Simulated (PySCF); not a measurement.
C2H4F2OSi, SMILES FC1(F)OC[SiH2]1. Atoms are numbered in the order given.

```xyz
10

F      0.2049    -1.4327    -1.0824
C      0.0347    -0.6353     0.0000
F      0.2049    -1.4327     1.0824
O     -1.2420    -0.0925     0.0000
C     -1.0386     1.3497     0.0000
Si     0.8610     1.1161     0.0000
H     -1.4937     1.8001    -0.8963
H     -1.4937     1.8001     0.8963
H      1.6018     1.5084    -1.2278
H      1.6018     1.5084     1.2278
```

Geometry optimised at B3LYP-D3(BJ)/def2-SVP. The structure was generated by enumeration, and PubChem lists no compound with its InChIKey, so it may never have been made.

Computed with PySCF with PBE/pcSseg-1.

GIAO shieldings, no solvent; atoms alike by connectivity are averaged. δ = σ(ref) − σ: ¹⁹F against CFCl3 (σ = 133.6 ppm); ¹³C against TMS (σ = 182.0 ppm); ¹⁷O against H2O (σ = 334.3 ppm); ²⁹Si against TMS (σ = 335.4 ppm); ¹H against TMS (σ = 31.49 ppm), references at their B3LYP-D3(BJ)/def2-TZVP geometries, non-relativistic.

Q: Estimate the chemical shifts. (Estimate from the structure and the level; the computed values follow.)

A: 
| nucleus | atoms | count | δ (ppm) |
|---|---|---|---|
| ¹⁹F | F1, F3 | 2 | -80.1 |
| ¹³C | C2 | 1 | 141.2 |
| ¹³C | C5 | 1 | 56.6 |
| ¹⁷O | O4 | 1 | 186.0 |
| ²⁹Si | Si6 | 1 | -7.5 |
| ¹H | H9, H10 | 2 | 5.65 |
| ¹H | H7, H8 | 2 | 4.46 |
